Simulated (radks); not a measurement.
Problem. Ionisation ladder of gallium, from Ga to Ga21+. Each ion is in the ground configuration listed by NIST, and IE = E(next ion) - E(this ion). All-electron calculation, scalar-relativistic Kohn-Sham, exchange-only LDA, spin-polarised, spherical densities, point nucleus; open shells are filled with parallel spins first. Program: a radial shooting solver on a logarithmic mesh with Libxc functionals.

species      configuration  IE, Delta-SCF (eV)  <r> HOMO (bohr)
Ga       [Ar] 3d10 4s2 4p1               5.185             3.52
Ga+          [Ar] 3d10 4s2              19.753             2.23
Ga2+         [Ar] 3d10 4s1              30.890             2.08
Ga3+             [Ar] 3d10              62.005            0.790
Ga4+              [Ar] 3d9                   ?            0.748
Ga5+              [Ar] 3d8              111.24            0.713
Ga6+              [Ar] 3d7              138.85            0.684
Ga7+              [Ar] 3d6              168.18            0.658
Ga8+              [Ar] 3d5                   ?            0.624
Ga9+              [Ar] 3d4              243.66            0.604
Ga10+             [Ar] 3d3                   ?            0.585
Ga11+             [Ar] 3d2              316.56            0.568
Ga12+             [Ar] 3d1              355.12            0.553
Ga13+                 [Ar]              470.42            0.577
Ga14+         [Ne] 3s2 3p5              507.84            0.568
Ga15+         [Ne] 3s2 3p4              545.19            0.560
Ga16+         [Ne] 3s2 3p3              595.94            0.550
Ga17+         [Ne] 3s2 3p2                   ?            0.542
Ga18+         [Ne] 3s2 3p1              676.40            0.535
Ga19+             [Ne] 3s2              762.27            0.540
Ga20+             [Ne] 3s1              807.56            0.534
Ga21+                 [Ne]              2014.0            0.187

Estimate the withheld Delta-SCF values.

Solution. Ga4+: 85.546 eV (NIST 86.0); Ga8+: 209.54 eV (NIST 211); Ga10+: 279.37 eV (NIST 280); Ga17+: 636.23 eV (NIST 640).
